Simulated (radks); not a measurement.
Spherical quantum dot in the effective-mass picture: electrons in a parabolic well V = omega^2 r^2 / 2 with omega = 0.158, all in effective atomic units (hartree* = m*/eps^2 hartree, bohr* = eps/m* bohr), one dielectric constant everywhere. Calculated with a radial shooting solver with Libxc functionals: non-relativistic Kohn-Sham, LDA (Slater exchange, Perdew-Wang correlation), spin-polarised, spherical densities. Levels are named by radial order and angular momentum (1s, 1p, 1d, 2s, ...), and open shells are averaged over m. Results are scaled to m* = 0.032 and eps = 12.8, for which hartree* = 5.315 meV and bohr* = 21.17 nm.

N = 24, configuration 1s2 1p6 1d10 2s2 1f(up 4, down 0). This is the lowest configuration that the search found. Occupied and some empty levels:

| level | occupation | eigenvalue (meV) | <r> (nm) |
|---|---|---|---|
| 1s up | 1 | 18.363 | 133.0 |
| 1s down | 1 | 18.403 | 128.5 |
| 1p up | 3 | 18.537 | 152.7 |
| 1p down | 3 | 18.589 | 150.7 |
| 1d up | 5 | 18.770 | 165.8 |
| 1d down | 5 | 18.829 | 165.1 |
| 2s up | 1 | 18.931 | 125.8 |
| 2s down | 1 | 18.959 | 128.3 |
| 1f up | 4 | 19.054 | 176.0 |
| 1f down | 0 | 19.116 | 175.9 |
| 2p up | 0 | 19.289 | 143.5 |
| 2p down | 0 | 19.319 | 144.0 |
| 1g up | 0 | 19.383 | 184.6 |
| 1g down | 0 | 19.445 | 184.9 |
| 2d up | 0 | 19.672 | 158.5 |
| 2d down | 0 | 19.706 | 158.5 |

Energy (meV): total 271.741, kinetic 12.099, external 95.280, Hartree 184.57, exchange-correlation -20.213.

Electron density:

| r (nm) | n(r) (e/nm^3) |
|---|---|
| 6.55 | 9.009e-07 |
| 31.2 | 8.075e-07 |
| 55.9 | 6.599e-07 |
| 80.6 | 5.724e-07 |
| 105 | 6.074e-07 |
| 130 | 7.074e-07 |
| 155 | 7.235e-07 |
| 179 | 5.510e-07 |
| 204 | 2.770e-07 |
| 229 | 8.385e-08 |
| 253 | 1.495e-08 |
| 278 | 1.518e-09 |
| 303 | 9.012e-11 |
| 327 | 3.255e-12 |
